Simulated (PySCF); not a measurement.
Planning a shielding job on `[Cl][Al-]1([Cl])[Cl+][Al-]([Cl])([Cl])[Cl+]1`.

Method: GIAO PBE0/pcSseg-1 NMR shielding, non-relativistic, gas phase (PySCF 2.14.0, density-fitted response routines). Geometry: GFN2-xTB. Work: shieldings, charges and field gradients, density fitting. The input is one job of a driver script: a line of settings, then coordinates in Å.

Input:
```
{"job": {"kind": "nmr", "xc": "PBE0", "basis": "pcSseg-1"}, "charge": 0, "multiplicity": 1}
Cl     1.676426     2.523571    -0.179057
Al     1.524162     0.552658     0.268020
Cl     2.967429    -0.831709     0.596784
Cl    -0.009581     0.327100     1.894921
Al    -1.525565    -0.552556     0.486710
Cl    -1.698794    -2.523417     0.924590
Cl    -2.942017     0.858634     0.155026
Cl     0.016998    -0.344869    -1.136723
```

Hardware: one thread, Arm Neoverse V2, no GPU (shared host).

The basis has 192 functions.

Question: What wall time should be expected on this hardware?

Answer: About 31 s. The SCF took 12 cycles.

Question: At this speed, how long would 500 such jobs take on 64 cores, one job a core?

Answer: 500/64 gives 8 rounds of 31 s, about 4.1 min of wall time and 4.3 core-hours, if the jobs don't slow each other.

The SCF part of the output:
```
coarse grid: 12992 points
cycle   1  E = -3245.1398518133  dE =  1.013e+00  |g| = 5.020e-01  |ddm| = 3.059e+00
cycle   2  E = -3245.1218731936  dE =  1.798e-02  |g| = 6.042e-01  |ddm| = 1.347e+00
cycle   3  E = -3245.2130804034  dE = -9.121e-02  |g| = 4.359e-02  |ddm| = 7.120e-01
cycle   4  E = -3245.2134577691  dE = -3.774e-04  |g| = 1.701e-02  |ddm| = 6.008e-02
cycle   5  E = -3245.2135245841  dE = -6.681e-05  |g| = 1.429e-03  |ddm| = 1.945e-02
cycle   6  E = -3245.2135249474  dE = -3.634e-07  |g| = 5.182e-04  |ddm| = 1.939e-03
final grid: 94256 points
cycle   7  E = -3245.2507114743  dE = -4.233e-05  |g| = 6.287e-03  |ddm| = 1.526e-02
cycle   8  E = -3245.2507125486  dE = -1.074e-06  |g| = 3.746e-03  |ddm| = 7.014e-03
cycle   9  E = -3245.2507144198  dE = -1.871e-06  |g| = 7.947e-04  |ddm| = 4.073e-03
cycle  10  E = -3245.2507145791  dE = -1.592e-07  |g| = 1.163e-04  |ddm| = 9.897e-04
cycle  11  E = -3245.2507145825  dE = -3.406e-09  |g| = 1.686e-05  |ddm| = 1.382e-04
cycle  12  E = -3245.2507145825  dE = -5.275e-11  |g| = 4.238e-06  |ddm| = 1.709e-05
converged SCF energy = -3245.2507145825
```

On the final grid dE counts from the start density on that grid.

The host was shared with other jobs, so the times are rough.
